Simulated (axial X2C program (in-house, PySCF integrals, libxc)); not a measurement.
## NAsO⁺: properties at the nuclei

Calculated with an in-house all-electron X2C program for linear molecules (integrals from PySCF): two-component X2C with atomic mean-field Coulomb and Gaunt terms, Gaussian nuclei, basis N dyall-av3z, As dyall-v3z, O dyall-av3z with contracted cores.

N–As–O held linear, with bonds 1.700 and 1.578 Å (near the PBE0 minimum at charge 1 of the determinant lowest at the starting distance; the state shown can have its own minimum elsewhere, held linear; other orders of the atoms were not compared).

Determinant lowest in the PBE0 search, Ω = 3/2 (⟨Sz⟩ = 0.50, ⟨Lz⟩ = 1.00 at PBE0), spin on the atoms N 0.51, As -0.08, O 0.08:

| level | Eeff magnitude (GV/cm) | Ws magnitude As (kHz) | A∥/gI N (MHz) | qzz N (a.u.) | A∥/gI As (MHz) | qzz As (a.u.) | A∥/gI O (MHz) | qzz O (a.u.) |
| --- | --- | --- | --- | --- | --- | --- | --- | --- |
| PBE0 | 0.257 | 0.0817 | 76.1 | 0.77 | -18.7 | -4.03 | 59.3 | 1.34 |
| HF | 1.45 | 0.429 | -27.8 | 0.76 | -1120 | -2.38 | 210 | 0.56 |
| PBE | 0.135 | 0.0458 | 78.5 | 0.72 | 22 | -3.02 | 59.5 | 1.25 |

Determinant 0.04 eV from it at PBE0 and this distance, Ω = 1/2 (⟨Sz⟩ = -0.50, ⟨Lz⟩ = 1.00 at PBE0), spin on the atoms N -0.49, As 0.08, O -0.09:

```json
{"level": "PBE0", "Eeff magnitude (GV/cm)": "0.265", "Ws magnitude As (kHz)": "0.254", "A∥/gI N (MHz)": "455", "qzz N (a.u.)": "0.79", "A∥/gI As (MHz)": "530", "qzz As (a.u.)": "-4.03", "A∥/gI O (MHz)": "267", "qzz O (a.u.)": "1.30"}
{"level": "HF", "Eeff magnitude (GV/cm)": "2.9", "Ws magnitude As (kHz)": "2.5", "A∥/gI N (MHz)": "286", "qzz N (a.u.)": "0.80", "A∥/gI As (MHz)": "3330", "qzz As (a.u.)": "-2.38", "A∥/gI O (MHz)": "870", "qzz O (a.u.)": "0.52"}
{"level": "PBE", "Eeff magnitude (GV/cm)": "0.109", "Ws magnitude As (kHz)": "0.117", "A∥/gI N (MHz)": "445", "qzz N (a.u.)": "0.74", "A∥/gI As (MHz)": "475", "qzz As (a.u.)": "-3.04", "A∥/gI O (MHz)": "282", "qzz O (a.u.)": "1.22"}
```

Eeff is the effective electric field on the electron electric dipole moment in this Ω state and Ws the scalar–pseudoscalar constant of the nucleus named (defined with the proton number Z and per Ω); A∥ (defined per Ω) follows by multiplying with gI = μI/(I μN); qzz is the electric field gradient, eQq0 = 234.96 MHz × Q/barn × qzz. The operators were transformed with the bare-nucleus X2C matrices; with these basis sets, hyperfine constants and field gradients can be off by tens of per cent, and where levels differ in sign neither size nor sign is settled.

Task: With Q(14N) = 0.02044 barn, Q(75As) = 0.311 barn (Q from Pyykkö, Mol. Phys. 2018), turn the PBE0 values of the first state into constants in MHz.

Result: eQq0(14N) = 234.96 × (0.02044) × (0.77) = 3.7 MHz; eQq0(75As) = 234.96 × (0.311) × (-4.03) = -294 MHz.

The molecule was held linear; bending was not examined, so a bent shape may lie lower.

Each state is one determinant with collinear spin. Unrestricted Hartree–Fock can overshoot spin polarisation at the nuclei. Where Eeff spreads by more than a factor of two the levels disagree and none is to be relied on. The search compared states at one distance, so a state with another bond length can lie lower. Where a field gradient or hyperfine factor spreads by more than a factor of two over the levels, a constant derived from it is not to be relied on. PBE0 term energies can be off by some tenths of an eV.
